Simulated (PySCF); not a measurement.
Species: C8H15NSi.
Numbering: `[CH2:1]=[CH:2][CH2:3][N:4]([CH3:5])[Si@@H:6]([CH3:7])[C:8]#[C:9][CH3:10]` (hydrogens: H11, H12 on C1; H13 on C2; H14, H15 on C3; H16, H17, H18 on C5; H19 on Si6; H20, H21, H22 on C7; H23, H24, H25 on C10)

Method: PySCF 2.14.0, PBE0-D3(BJ)/def2-SVP geometry optimisation, gas phase.

What internal coordinates does the optimisation give?

| bond | length (pm) | order |
| --- | --- | --- |
| C1=C2 | 133.3 | double |
| C2–C3 | 150.1 | single |
| C3–N4 | 144.9 | single |
| N4–C5 | 144.4 | single |
| N4–Si6 | 174.0 | single |
| Si6–C7 | 187.0 | single |
| Si6–C8 | 184.3 | single |
| C8≡C9 | 122.0 | triple |
| C9–C10 | 145.2 | single |
| C1–H11 | 109.3 | single |
| C1–H12 | 109.5 | single |
| C2–H13 | 109.7 | single |
| C3–H14 | 110.4 | single |
| C3–H15 | 111.0 | single |
| C5–H16, C5–H18 | 110.2 | single |
| C5–H17 | 110.9 | single |
| Si6–H19 | 149.4 | single |
| C7–H20, C7–H21, C7–H22 | 110.1 | single |
| C10–H23, C10–H24, C10–H25 | 110.1 | single |

Bonds in one row agree within 1 pm and their mean is given. Orders are formal, as drawn. A selection of angles:
| angle | degrees |
| --- | --- |
| C2–C1–H11 | 121.8 |
| C2–C1–H12 | 121.2 |
| H11–C1–H12 | 117.1 |
| C1–C2–C3 | 125.0 |
| C1–C2–H13 | 119.9 |
| C3–C2–H13 | 115.1 |
| C2–C3–N4 | 112.5 |
| C2–C3–H14 | 108.5 |
| C2–C3–H15 | 109.4 |
| N4–C3–H14 | 108.3 |
| N4–C3–H15 | 111.7 |
| H14–C3–H15 | 106.3 |
| C3–N4–C5 | 114.2 |
| C3–N4–Si6 | 119.8 |
| C5–N4–Si6 | 120.9 |
| N4–C5–H16 | 110.7 |
| N4–C5–H17 | 112.7 |
| H16–C5–H17 | 107.6 |
| N4–Si6–C7 | 110.8 |
| N4–Si6–C8 | 112.4 |
| N4–Si6–H19 | 106.1 |
| C7–Si6–C8 | 108.4 |
| C7–Si6–H19 | 111.5 |
| C8–Si6–H19 | 107.6 |
| Si6–C7–H20 | 110.9 |
| Si6–C7–H22 | 109.5 |
| H20–C7–H21 | 108.8 |
| H21–C7–H22 | 107.4 |
| Si6–C8–C9 | 177.7 |
| C8–C9–C10 | 179.7 |
| C9–C10–H23 | 111.1 |
| H23–C10–H24 | 107.8 |

Torsions: C1–C2–C3–N4 -124° (anticlinal); C2–C3–N4–C5 68° (synclinal); C3–N4–Si6–C7 161° (antiperiplanar).

Of the pairs four or more bonds apart, C2···H18 is among the closest relative to their van der Waals radii: 2.69 Å, 93 % of the sum of Bondi's values. N4 (silicon-bound nitrogen) has angles 120.9°, 119.8° and 114.2°, sum 354.9°, 0.20 Å off the plane of its three neighbours. The C–Si distances run from 1.843 Å (Si6–C8, drawn single) to 1.870 Å (Si6–C7, drawn single), a spread of 0.027 Å. Si6 (SiH silicon) is tetrahedral (angles from 106.1° to 112.4°). The C–C distances run from 1.220 Å (C8≡C9, drawn triple) to 1.501 Å (C2–C3, drawn single), a spread of 0.281 Å.

Point group: C1 (no symmetry element, even within 0.4 Å). PBE0-D3(BJ)/def2-SVP frequencies: not computed here. One conformer, not necessarily the lowest.
